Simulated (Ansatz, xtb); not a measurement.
Relative energy of two isomers of C3H4FGeNO

Structure X: `Fc1n[c]([GeH3])co1`, a singlet. Structure Y: `Fc1nco[c]1[GeH3]`, a singlet. Both are isolated molecules in the gas phase, relaxed with B3LYP/def2-SVP.

X (Å):

```xyz
11

C    -2.9478    1.9390    0.7586
C    -1.0567    1.0011    0.7538
C    -0.8579    2.3498    0.7683
F    -4.2107    2.2641    0.7586
Ge    0.2442   -0.4518    0.7419
N    -2.4407    0.7629    0.7478
O    -2.0903    2.9642    0.7715
H     1.6530    0.1743    0.7504
H     0.0500   -1.3290    1.9915
H     0.0542   -1.3043   -0.5254
H     0.0106    3.0017    0.7773
```

Y (Å):

```
atom    x (Å)    y (Å)    z (Å)
   C  -1.9323   2.0766   0.6692
   C  -0.7939   2.1413  -1.0803
   C  -1.0544   1.0296   0.7720
   F  -2.8539   2.4332   1.5444
  Ge  -0.7066  -0.3532   2.0938
   N  -1.7650   2.7685  -0.4910
   O  -0.3127   1.0912  -0.3936
   H  -0.3353   2.3623  -2.0432
   H   0.7451  -0.2343   2.5937
   H  -0.9174  -1.7392   1.4566
   H  -1.6965  -0.1308   3.2470
```

Question: Estimate E(Y) − E(X) at the level CCSD(T)/def2-SVP + ΔMP2/def2-TZVPP.

Answer: Too close to call at this level: CCSD(T)/def2-SVP + ΔMP2/def2-TZVPP gives E(Y) − E(X) = +0.029 eV.

The same difference at several levels:

```
                             level        geometry  E(Y) − E(X) (eV)  departure from the last row (eV)  job, with rough time for the two
                          GFN2-xTB        GFN2-xTB              −0.030                            −0.059              optimisation, 0.41 s
                         HF/STO-3G        GFN2-xTB              +0.017                            −0.012               single point, 1.6 s
                r2SCAN-D4/def2-SVP        GFN2-xTB              −0.022                            −0.051               single point, 9.3 s
                    B3LYP/def2-SVP  B3LYP/def2-SVP              −0.006                            −0.035             optimisation, 4.8 min
                       HF/def2-SVP  B3LYP/def2-SVP              +0.087                            +0.058           part of the CCSD(T) run
                      MP2/def2-SVP  B3LYP/def2-SVP              +0.040                            +0.011           part of the CCSD(T) run
                  CCSD(T)/def2-SVP  B3LYP/def2-SVP              +0.036                            +0.007                      single point
CCSD(T)/def2-SVP + ΔMP2/def2-TZVPP  B3LYP/def2-SVP              +0.029                                               single point, 3.5 min
```

As drawn, both hold the same kinds of bond in the same numbers.

The largest departure from CCSD(T)/def2-SVP + ΔMP2/def2-TZVPP is that of GFN2-xTB, 0.059 eV. The last row adds to CCSD(T) the change of the MP2 difference between the two basis sets, here −0.007 eV.

With thermal terms from frequencies at re-optimised GFN2-xTB minima (ideal gas, soft modes damped towards free rotors, one conformer each, 298.15 K, 1 atm): the zero-point term adds +0.003 eV; ΔH is +0.034 and ΔG +0.029 eV.

The correlated steps freeze 15 core orbitals; the filled d shell of Ge is correlated, in a basis made for valence electrons. Codes used: Ansatz 0.2.0, xtb 6.7.1; the last row on 2 threads of Intel(R) Xeon(R) Processor @ 2.50GHz (Skylake/Cascade Lake) on a shared host.
